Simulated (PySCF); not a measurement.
Species: C7H13N.
Atom-mapped SMILES: `[CH3:1][C:2]([CH3:3])=[N:4][CH:5]1[CH2:6][CH2:7][CH2:8]1` (hydrogens: H9, H10, H11 on C1; H12, H13, H14 on C3; H15 on C5; H16, H17 on C6; H18, H19 on C7; H20, H21 on C8)

Cartesian coordinates in Å at the PBE0-D3(BJ)/def2-SVP level; atoms count from 1:
```xyz
21
C7H13N angstrom
C     -1.7040   -0.0383    1.3143
C     -1.4987   -0.1660   -0.1753
C     -2.7311   -0.0607   -1.0241
N     -0.3752   -0.3214   -0.7535
C      0.8378   -0.3901    0.0009
C      1.5677    0.9404    0.3075
C      2.9003    0.2300    0.0102
C      2.1028   -0.8481   -0.7472
H     -1.4592    0.9872    1.6380
H     -1.0502   -0.7179    1.8808
H     -2.7471   -0.2362    1.5977
H     -3.2670    0.8818   -0.8207
H     -3.4332   -0.8798   -0.7937
H     -2.4560   -0.1041   -2.0852
H      0.7275   -0.9698    0.9388
H      1.4154    1.3987    1.2969
H      1.3231    1.6803   -0.4702
H      3.3675   -0.1671    0.9247
H      3.6618    0.7928   -0.5495
H      1.9963   -0.6065   -1.8153
H      2.4107   -1.8999   -0.6462
```

Computed with PySCF at CAM-B3LYP/def2-SVPD, non-relativistic, on one gas-phase PBE0-D3(BJ)/def2-SVP geometry that isn't relaxed in the solvent. The solvent is an IEF-PCM continuum (van der Waals radii × 1.2), and excitations are vertical TDDFT with non-equilibrium linear response and a frozen core. The model holds no explicit solvent molecules, cavitation or dispersion.

Gas-phase singlets (H = HOMO, L = LUMO):

```tsv
state	E (eV)	λ (nm)	f	leading configuration
S1	5.040	246	0.001	H→L 63%
S2	6.800	182	0.032	H→L+1 62%
S3	7.104	175	0.272	H-1→L 84%
S4	7.431	167	0.048	H→L+2 56%
S5	7.539	164	0.075	H-1→L+1 84%
```

Problem. How does the list change in chloroform (ε = 4.711)?

Solution. 
```json
{"state": "S1", "E (eV)": "5.153", "λ (nm)": "241", "f": "0.002", "leading configuration": "H→L 80%", "change by rank (eV)": "+0.113"}
{"state": "S2", "E (eV)": "6.943", "λ (nm)": "179", "f": "0.291", "leading configuration": "H-1→L 54%", "change by rank (eV)": "+0.143"}
{"state": "S3", "E (eV)": "7.134", "λ (nm)": "174", "f": "0.172", "leading configuration": "H→L+1 47%", "change by rank (eV)": "+0.030"}
{"state": "S4", "E (eV)": "7.628", "λ (nm)": "163", "f": "0.066", "leading configuration": "H→L+2 40%", "change by rank (eV)": "+0.197"}
{"state": "S5", "E (eV)": "7.648", "λ (nm)": "162", "f": "0.045", "leading configuration": "H-1→L+1 76%", "change by rank (eV)": "+0.109"}
```

Problem. The ground-state energy changes by -0.131 eV from gas to chloroform. By how much does the total energy of gas-phase S1 change?

Solution. E(S1) = E(S0) + excitation energy, so it changes by -0.131 + 0.113 = -0.018 eV: it is lowered less than the ground state, which is what a blue shift means. This is the vertical state, with the slow part of the continuum still set for S0.

Problem. How do the frontier levels move from gas to chloroform?

Solution. 
```json
{"orbital": "LUMO+2", "gas (eV)": "1.78", "solvent (eV)": "1.86", "change (eV)": "+0.08", "Löwdin shares, gas": "C7 20 %, H18 13 %, H19 10 %, C8 8 %", "Löwdin shares, solvent": "C7 22 %, H18 12 %, H19 12 %, C8 10 %"}
{"orbital": "LUMO+1", "gas (eV)": "1.36", "solvent (eV)": "1.50", "change (eV)": "+0.14", "Löwdin shares, gas": "C1 16 %, C2 15 %, C3 13 %, N4 10 %", "Löwdin shares, solvent": "C1 16 %, C3 15 %, C2 12 %, H11 8 %"}
{"orbital": "LUMO", "gas (eV)": "1.08", "solvent (eV)": "1.14", "change (eV)": "+0.06", "Löwdin shares, gas": "C2 20 %, N4 16 %, C1 12 %, H9 10 %", "Löwdin shares, solvent": "C2 26 %, N4 22 %, C1 9 %, H9 7 %"}
{"orbital": "HOMO", "gas (eV)": "-8.21", "solvent (eV)": "-8.31", "change (eV)": "-0.10", "Löwdin shares, gas": "N4 55 %, C5 12 %, C2 9 %, C1 6 %", "Löwdin shares, solvent": "N4 54 %, C5 12 %, C2 9 %, C1 6 %"}
{"orbital": "HOMO-1", "gas (eV)": "-8.93", "solvent (eV)": "-8.93", "change (eV)": "0.00", "Löwdin shares, gas": "N4 29 %, C2 20 %, C5 12 %, C6 12 %", "Löwdin shares, solvent": "N4 29 %, C2 19 %, C5 12 %, C6 12 %"}
{"orbital": "HOMO-2", "gas (eV)": "-10.08", "solvent (eV)": "-10.04", "change (eV)": "+0.04", "Löwdin shares, gas": "C8 18 %, C5 17 %, C7 17 %, C6 15 %", "Löwdin shares, solvent": "C8 17 %, C7 17 %, C5 17 %, C6 15 %"}
{"orbital": "HOMO-3", "gas (eV)": "-10.35", "solvent (eV)": "-10.32", "change (eV)": "+0.03", "Löwdin shares, gas": "C7 22 %, C8 18 %, C6 16 %, H21 9 %", "Löwdin shares, solvent": "C7 22 %, C8 17 %, C6 16 %, H21 9 %"}
```

The HOMO–LUMO gap goes from 9.28 to 9.45 eV.
